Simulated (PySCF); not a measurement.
## Two-component Hartree-Fock for Ge¹⁵⁺ (germanium, charge +15)

Start: [Ne] 3s2 3p5; 3p1/2 filled at m_j = -1/2, +1/2; 3p3/2 filled at m_j = -1/2, +1/2, +3/2. Calculated with PySCF 2.14 in an uncontracted even-tempered set (19 s from 1.3 bohr⁻², ratio 2.4; 14 p from 1.7 bohr⁻², ratio 2.4; 5 d from 8.9 bohr⁻², ratio 2.6; 4 f from 13 bohr⁻², ratio 2.6): generalised Hartree-Fock with the X2C-1e Hamiltonian and a Gaussian nucleus; one run each with spin-orbit coupling (SO) switched off, then screened by Boettger's factors.

```json
{"spinor shell": "1s1/2", "electrons": "2", "ε, spin-free (eV)": "-11703.4", "ε, screened SO (eV)": "-11703.0", "weight of nominal j (screened SO)": "1.000", "rms radius, screened SO (bohr)": "0.0542"}
{"spinor shell": "2s1/2", "electrons": "2", "ε, spin-free (eV)": "-1976.2", "ε, screened SO (eV)": "-1976.0", "weight of nominal j (screened SO)": "1.000", "rms radius, screened SO (bohr)": "0.225"}
{"spinor shell": "2p1/2", "electrons": "2", "ε, spin-free (eV)": "-1788.6", "ε, screened SO (eV)": "-1811.4", "weight of nominal j (screened SO)": "0.999", "rms radius, screened SO (bohr)": "0.198"}
{"spinor shell": "3s1/2", "electrons": "2", "ε, spin-free (eV)": "-633.06", "ε, screened SO (eV)": "-632.98", "weight of nominal j (screened SO)": "1.000", "rms radius, screened SO (bohr)": "0.584"}
{"spinor shell": "3p1/2", "electrons": "2", "ε, spin-free (eV)": "-570.90", "ε, screened SO (eV)": "-575.19", "weight of nominal j (screened SO)": "0.939", "rms radius, screened SO (bohr)": "0.580"}
{"spinor shell": "3p3/2", "electrons": "3", "ε, spin-free (eV)": "-570.90", "ε, screened SO (eV)": "-568.72", "weight of nominal j (screened SO)": "0.959", "rms radius, screened SO (bohr)": "0.586"}
```

Q: Where does 2p3/2 lie, and what is the 2p spin-orbit splitting (screened SO)?

A: At -1777.4 eV, 33.972 eV above 2p1/2.

```csv
quantity,spin-free,screened SO
E (hartree),-1987.10250,-1987.25985
M_J,3/2,3/2
⟨J²⟩,3.752,3.752
⟨L²⟩,2.001,2.003
⟨S²⟩,0.750,0.752
```

Each row is a mean over spinors that exchange with the open shell spreads, by up to 9.925 eV (3s1/2).

Without spin-orbit coupling the j labels of p, d and f shells carry no meaning; the spin-free column gives the mean over the occupied spinors of each nl shell.
